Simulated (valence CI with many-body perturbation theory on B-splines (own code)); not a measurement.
# Which ion has this spectrum?

A relativistic CI+MBPT calculation for an atom or ion with 21 electrons gives these levels (cm⁻¹):

| J | Parity | E | g |
| --- | --- | --- | --- |
| 3/2 | even | 0 | 0.64 |
| 5/2 | even | 152130 | 1.04 |
| 3/2 | even | 196764 | 1.23 |
| 7/2 | even | 206485 | 1.08 |
| 9/2 | even | 216389 | 1.07 |
| 1/2 | even | 225250 | 1.90 |
| 5/2 | even | 336716 | 1.39 |
| 7/2 | even | 363600 | 1.06 |
| 9/2 | even | 384490 | 1.13 |
| 3/2 | even | 415903 | 1.14 |
| 1/2 | even | 432172 | 1.43 |
| 11/2 | even | 445590 | 1.08 |
| 5/2 | even | 460830 | 1.17 |
| 5/2 | even | 487435 | 1.10 |

The energies are calculated, and their last digits are not significant.

Which is it?
A. Sm41+
B. La36+
C. Ba35+
D. Pr38+

D. Pr38+, ground level (3d3/2^3) J=3/2.
